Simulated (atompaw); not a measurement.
# scandium (Sc): PAW (atompaw) pseudisation with PBE, scalar-relativistic reference atom.

```
Element                 : scandium (Sc)
Generator               : atompaw 4.2.0.5
Type                    : PAW
Functional              : PBE
Relativity              : scalar-relativistic
Frozen core             : [Ne]
Valence charge          : 11
Reference configuration : 3s2 3p6 3d1 4s2 4p0
Partial waves           : 3s (bound): rc 1.20 bohr; 4s (bound): rc 2.20 bohr; 3p (bound): rc 1.35 bohr; 4p (bound, empty): rc 1.80 bohr; 3d (bound): rc 2.45 bohr; 3d channel at 0.5 Ry: rc 2.45 bohr
Local potential         : troulliermartins scheme with l = 3 at 0 Ry, radius 2.25 bohr
Core correction         : smooth core density matched at 2.00 bohr
Augmentation charge     : sinc compensation charge, radius 2.35 bohr; PAW radius 2.45 bohr; waves and projectors: custom rrkj gramschmidtortho
```

Does the generator finish with these settings?

No. atompaw 4.2.0.5 stopped with "atompaw: The overlap operator has at least one negative eigenvalue!": the overlap operator built from these waves and projectors is not positive definite.
